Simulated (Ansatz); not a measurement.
`C[O][Ga]([SH])[Br]`. The species carries charge 0 and has multiplicity 1. Geometry: relaxed with PBE0-D4/def2-TZVP. It is one conformer, not always the lowest.

```xyz
9

C    -0.905    0.131    1.321
O     0.286    0.216    0.572
Ga    0.424   -0.199   -1.140
S     2.355    0.006   -2.121
Br   -1.417   -0.935   -2.262
H    -0.755   -0.546    2.167
H    -1.162    1.121    1.712
H    -1.755   -0.236    0.735
H     2.929    0.442   -0.985
```

(1) What is the dipole moment at PBE/def2-TZVPP? (Estimate.)

(2) And with r2SCAN, B3LYP, ωB97M-V? (Estimate.)

(3) Give the Mulliken charges with PBE, B3LYP, r2SCAN in def2-TZVPP. (Estimate.)

Answers

(1) Ansatz gave: 1.29 D, with components (0.14, 0.36, 1.23) D in this frame, pointing from negative to positive charge.

(2) Ansatz gave: r2SCAN 1.34 D, B3LYP 1.23 D, ωB97M-V 1.21 D.

(3) Ansatz gave: 
```csv
atom,PBE,B3LYP,r2SCAN
C1,-0.12,-0.10,0.02
O2,-0.30,-0.38,-0.39
Ga3,0.47,0.54,0.55
S4,-0.21,-0.21,-0.22
Br5,-0.24,-0.26,-0.26
H6,0.10,0.10,0.06
H7,0.10,0.10,0.06
H8,0.08,0.09,0.06
H9,0.13,0.12,0.12
```

B3LYP here is the variant with VWN-RPA as its local correlation; programs differ in this.
